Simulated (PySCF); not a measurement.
**TmO(OH) at several levels of theory**

Computed with PySCF 2.14.0 (density fitting, no spin-orbit coupling) at the geometry relaxed with PBE0:

```xyz
4
TmO(OH) (singlet in the valence; each metal's 4f electrons, 12 of them, lie in its core potential, out of spins and levels)
Tm   -0.0190   -0.0436   -0.4006
O     1.2431    0.0311    0.9012
O    -1.9050    0.0232    0.3284
H    -2.3671    0.0781    1.1674
```

```csv
level,basis,state,HOMO (eV),gap (eV),charge on Tm1 (e),population of f-type functions on Tm1 (polarisation alone where 4f lies in the core),dipole about the centre of mass (D),largest force component (eV/Å)
PBE0,"Tm lcecp-1-SVP with ECP58, O def2-SVP, H def2-SVP",singlet,-6.28,4.04,0.79,0.07,6.19,0.01
wB97X,the same,singlet,-8.55,8.10,0.80,0.07,6.60,0.22
PBE0,"Tm lcecp-1-TZVP with ECP58, O def2-TZVP, H def2-TZVP",singlet,-6.29,4.04,1.25,0.07,6.47,0.28
```

In the lcecp rows the 4f levels are missing from HOMO and gap, and the state counts the valence alone.

Charges are Mulliken's, which hang on the basis. The relaxation used the grid (50, 194), these runs (75, 302) or, all-electron (x2c bases, spin-free X2C Hamiltonian), (99, 590).

**Question.** What does CAM-B3LYP with Tm lcecp-1-SVP with ECP58, O def2-SVP, H def2-SVP give here?

**Answer.** state singlet, HOMO (eV) -7.61, gap (eV) 5.97, charge on Tm1 (e) 0.77, population of f-type functions on Tm1 (polarisation alone where 4f lies in the core) 0.07, dipole about the centre of mass (D) 6.41, largest force component (eV/Å) 0.08. Time: 6.2 s on 2 threads of Arm Neoverse V1, with other jobs on the host, from an already converged density.

In the first row's basis the gap widens with exact exchange: 4.0 eV for PBE0 (a fixed share); 6.0 to 8.1 eV for CAM-B3LYP, wB97X (rising or full at long range).

An lcecp potential fixes the number of 4f electrons, so in runs with it no electron can move into or out of that shell.
